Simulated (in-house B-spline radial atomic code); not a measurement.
**The zinc ion Zn⁸⁺: [Ar] 3d4**

Level of theory: Dirac-Kohn-Sham PW91, spherical fractional occupations, Fermi nucleus of rms radius 3.9283 fm; calculated with a radial B-spline atomic code at the basis-set limit.

Screening seen three ways: the hydrogenic charge with the same mean radius, Z_r = [3n² - l(l+1)]/(2<r>), the one with the same energy, Z_e = n√(-2ε), and Slater's rules. Values are occupation-weighted means over j.

```json
{"shell": "1s", "electrons": "2", "ε (eV)": "-9721.8", "<r> (bohr)": "0.05031", "Z_r": "29.81", "Z_e": "26.73", "Slater": "29.70"}
{"shell": "2s", "electrons": "2", "ε (eV)": "-1359.3", "<r> (bohr)": "0.2258", "Z_r": "26.58", "Z_e": "19.99", "Slater": "25.85"}
{"shell": "2p", "electrons": "6", "ε (eV)": "-1205.2", "<r> (bohr)": "0.198", "Z_r": "25.25", "Z_e": "18.82", "Slater": "25.85"}
{"shell": "3s", "electrons": "2", "ε (eV)": "-309.83", "<r> (bohr)": "0.6413", "Z_r": "21.05", "Z_e": "14.32", "Slater": "18.75"}
{"shell": "3p", "electrons": "6", "ε (eV)": "-262.55", "<r> (bohr)": "0.6511", "Z_r": "19.20", "Z_e": "13.18", "Slater": "18.75"}
{"shell": "3d", "electrons": "4", "ε (eV)": "-186.24", "<r> (bohr)": "0.6486", "Z_r": "16.19", "Z_e": "11.10", "Slater": "10.95"}
```

The least bound orbital is 3d5/2 at -186 eV, while the most diffuse is 3p3/2 (<r> = 0.6536 bohr against 0.6496 bohr): energy order and size order differ.

Spin-orbit splittings of the orbital energies (j = l + 1/2 above j = l - 1/2 when positive): 2p 23.87 eV, 3p 3.678 eV, 3d 0.5847 eV.

For the 1s electron the small component carries 1.17 % of the norm, the zero-frequency Breit interaction raises the level by 13.25 eV, self-energy by 6.736 eV, and vacuum polarisation lowers it by 0.6244 eV.
